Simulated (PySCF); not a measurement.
PySCF 2.14 output of an unrestricted PBE calculation on a single atom or ion in x2c-QZVPPall, with the spin-free X2C one-electron Hamiltonian (Gaussian nucleus):

```
SCF conv_tol = 1e-09
number electrons alpha = 7  beta = 5
    J. P. Perdew, K. Burke, and M. Ernzerhof.,  Phys. Rev. Lett. 77, 3865 (1996)
    J. P. Perdew, K. Burke, and M. Ernzerhof.,  Phys. Rev. Lett. 78, 1396 (1997)
    J. P. Perdew, K. Burke, and M. Ernzerhof.,  Phys. Rev. Lett. 77, 3865 (1996)
    J. P. Perdew, K. Burke, and M. Ernzerhof.,  Phys. Rev. Lett. 78, 1396 (1997)
cycle= 1 E= -242.288222546209  delta_E= -0.00796  |g|= 0.0234  |ddm|= 0.182
cycle= 2 E= -242.288267173316  delta_E= -4.46e-05  |g|= 0.0155  |ddm|= 0.0197
cycle= 3 E= -242.288293576978  delta_E= -2.64e-05  |g|= 0.000187  |ddm|= 0.00482
cycle= 4 E= -242.288293588508  delta_E= -1.15e-08  |g|= 3.15e-05  |ddm|= 0.000294
cycle= 5 E= -242.288293588697  delta_E= -1.89e-10  |g|= 1.68e-06  |ddm|= 3.02e-05
converged SCF energy = -242.288293588697  <S^2> = 2.0000237  2S+1 = 3.0000158
```

The run itself started from symmetry-adapted Hartree-Fock orbitals and held the occupation by maximum overlap, on a logarithmic radial grid, so the iterations belong to that start.

Problem. Which element, charge and spin multiplicity is this?

Solution. Al⁺ (aluminium, charge +1), multiplicity 3; the state was [Ne] 3s1 3p1, high-spin 3P determinant (an excited configuration).
